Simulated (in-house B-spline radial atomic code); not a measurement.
# PBE hybrid excitations of K II (K+)

Method: PBE hybrid with 0.8 exact exchange. Computed with a B-spline radial code for spherical atoms: linear response of the closed shell [Ne] 3s2 3p6 with the functional's adiabatic kernel; scalar-relativistic (spin-free one-electron X2C), finite nucleus, no spin-orbit coupling, no double excitations, S, P, D and F terms only. Only terms of natural parity with L up to 3 were computed.

Command:
```bash
python run_td.py task.json out
```
Settings (radii: box in bohr, nucleus in fm):
```
Z                        19
electrons                18
configuration            [Ne] 3s2 3p6
hamiltonian              x2c
method                   pbeh
box_radius               41.61
exact_exchange_fraction  0.8
rms_radius               3.4349
intervals                75
```

Run time, properties included: 1.3 s on 1 thread of Arm Neoverse N1 (shared host).

The lowest states, in the order of their Tamm-Dancoff energies; the method's threshold (minus the highest occupied level) is 31.39 eV. Labels give the largest channel, * marks a mixed state, and oscillator strengths are full-response dipole values. Semilocal kernels can invert the small singlet-triplet splittings of Rydberg terms. Energies in eV:

```csv
state,full response,Tamm-Dancoff,oscillator strength
3p → 3d 3P,20.389,20.462,-
3p → 4s 3P,20.912,20.943,-
3p → 3d 3F,20.741,21.028,-
3p → 4s 1P,?,?,?
3p → 3d 1F,22.629,22.664,-
3p → 4p 3S,23.171,23.206,-
3p → 4p 3D,23.755,23.776,-
3p → 4p 1D,23.970,23.974,-
3p → 4p 1S,24.780,24.869,-
3p → 3d 1P,25.614,25.866,1.73
3p → 5s 3P,26.807,26.812,-
3p → 5s 1P,26.905,26.907,0.0851
3p → 4d 3P,27.157,27.163,-
3p → 4d 3F,27.225,27.246,-
3p → 4d 1F,27.431,27.435,-
3p → 5p 3S,?,?,-
```

**Question.** Where does 3p → 4s 1P lie?

**Answer.** At 21.311 eV in full response, 21.319 eV in Tamm-Dancoff, oscillator strength 0.489.

**Question.** Where does 3p → 5p 3S lie?

**Answer.** At 27.548 eV in full response, 27.557 eV in Tamm-Dancoff.

**Question.** How large is the singlet-triplet splitting of 3p → 4s (P terms) in Tamm-Dancoff?

**Answer.** 0.376 eV, from the unrounded values.

**Question.** What polarisabilities and dispersion coefficient does the method give?

**Answer.** Dipole 5.391 bohr³, quadrupole 15.81 bohr⁵, C6 22.83 hartree·bohr⁶ for two such species.
